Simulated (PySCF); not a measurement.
## Bond length, frequency and bond energy of Ge₂⁺ by level of theory

State: quartet, unpaired electrons σ ↑, π ↑↑. Set-up: PySCF, no relativity, basis sets Ge pcseg-1. De refers to Ge⁺ + Ge in their high-spin ground configurations, without counterpoise correction. The functionals are run spin-unrestricted.

| Level | Re (Å) | ωe (cm⁻¹) | De (eV) | CPU s a point (SCF and correlation, without the integrals) |
| --- | --- | --- | --- | --- |
| UHF | 2.408 | 279 | 1.94 | 0.08 |
| UHF-MP2 | 2.428 | 267 | 2.86 | 0.13 |
| UHF-SCS-MP2 | 2.407 | 282 | 2.56 | n/a |
| UHF-CCSD | 2.450 | 255 | 2.70 | n/a |
| UHF-CCSD(T) | 2.459 | 249 | 2.85 | 1.9 |
| PBE | 2.459 | 239 | 3.52 | 0.24 |
| PBEsol | 2.434 | 248 | 3.74 | 0.19 |
| BP86 | 2.464 | 236 | 3.47 | 0.18 |
| r²SCAN | 2.421 | 254 | 3.46 | 0.36 |
| M06-L | 2.445 | 246 | 3.37 | 0.36 |
| PBE0 | 2.420 | 260 | 3.25 | 0.55 |
| LC-ωPBE | 2.366 | 292 | 2.78 | 0.69 |

The bond length runs from 2.366 Å (LC-ωPBE) to 2.464 Å (BP86). De spans 1.94 eV (UHF, mean field) to 3.74 eV (PBEsol, GGA). Correlation at CCSD(T) changes the Hartree–Fock bond energy by +0.91 eV; the triples alone change it by +0.15 eV.

Correlated steps freeze 18 core orbitals. Correlated levels converge slowly with the basis: in double zeta they bind strong bonds too weakly, by up to about 1 eV, and carry superposition errors of some tenths. Spin–orbit coupling is left out. The state was picked by a PBE0 search and need not be the measured ground state.

The whole job (state search and all levels along the bond) took about 1.2 min on 1 thread of AMD EPYC 9R45 96-Core (shared host), peak memory 0.65 GiB.
